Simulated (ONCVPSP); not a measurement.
## How hard is this zirconium (Zr) ONCV potential?

ONCVPSP 4.0.1 input, shortened (lines: element, Z, core and valence counts, functional; n l f; lmax; l rc ep ncon nbas qcut; lloc lpopt rc5 dvloc0; l nproj debl; icmod fcfact rcfact), PBE, scalar-relativistic:

```
  Zr 40.00    8    2        4      upf
    1    0    2.00
    2    0    2.00
    2    1    6.00
    3    0    2.00
    3    1    6.00
    3    2   10.00
    4    0    2.00
    4    1    6.00
    4    2    2.00
    5    0    1.50
    2
    0    2.80    0.00    4    8    2.30
    1    2.40    0.28    4    8    2.80
    2    2.15    0.00    4    9    6.20
    4    2    1.70    0.00
    0    1    1.60
    1    2    2.10
    2    2    2.30
    3    4.25    1.75
```

Problem. For each optimised wave give the share of its norm inside rc, the residual kinetic energy above qcut (Ha) and the cutoffs (Ha) for errors of 10, 1, 0.1 and 0.01 mHa per electron.

Solution.

```csv
wave,norm inside rc,residual KE,10 mHa,1 mHa,0.1 mHa,0.01 mHa
5s,0.281,2.8e-04,1.4,2.3,3.6,9.8
p projector 1,0.087,8.8e-03,2.8,30.4,37.4,53.8
p projector 2,0.155,3.3e-01,41.9,49.0,65.5,not reached
4d,0.564,3.8e-06,10.2,13.4,16.0,18.6
d projector 2,0.164,4.7e-05,12.6,15.7,18.6,31.0
```

The occupied waves need 13 Ha and 16 Ha for 1 and 0.1 mHa. The cutoffs count occupied waves only; projector 2 of the p channel, the hardest unoccupied one, needs 49 Ha at the loose tolerance. Note: ghosts flagged at negative energy: s at -22.9 eV; GHOST(+) flagged for p at 71.0 eV, p at 238.0 eV, p at 501.9 eV. A true bound ghost makes a file unfit for plane-wave use. 2 of 4 tests not solved or not reliable.
